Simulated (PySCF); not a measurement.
# Electronic structure of Tc⁺ (technetium, charge +1) at the PBE level

Configuration: [Kr] 4d4 5s1 6s1, high-spin 7D determinant (an excited configuration). Computed with PySCF 2.14 in aug-cc-pVTZ-PP with ECP28MDF (6s6p5d3f2g, 88 functions), with scalar relativity through the core potential.

- Total energy: -79.6652 hartree
- One-electron energy: -129.6655 hartree
- Hartree (Coulomb) energy: 58.3488 hartree
- Exchange-correlation energy: -8.3484 hartree
- ⟨S²⟩: 12.0004
- ⟨L²⟩: 6.687
- Sum of ⟨r⟩: 24.68 bohr
- Sum of ⟨r²⟩: 78.77 bohr²
- Traceless quadrupole moment −½Σ⟨3z² − r²⟩ along its main axis: 9.11 e·bohr²

```
shell  electrons  mean orbital energy (hartree)  spread (hartree)  rms radius, mean of both spins (bohr)
 4s α          1                       -3.31656                 0                                   1.13
 4s β          1                       -3.20040                 0                                   1.13
 4p α          3                       -2.27537           0.02096                                   1.25
 4p β          3                       -2.15236           0.05093                                   1.25
 4d α          4                       -0.80633           0.02965                                   1.71
 5s α          1                       -0.59633                 0                                   2.92
 6s α          1                       -0.19165                 0                                   6.83
```

Energies and moments cover only the electrons outside the core potential. The outer electron is Rydberg-like, and this basis confines it to a smaller radius and binds it less than a complete one would.
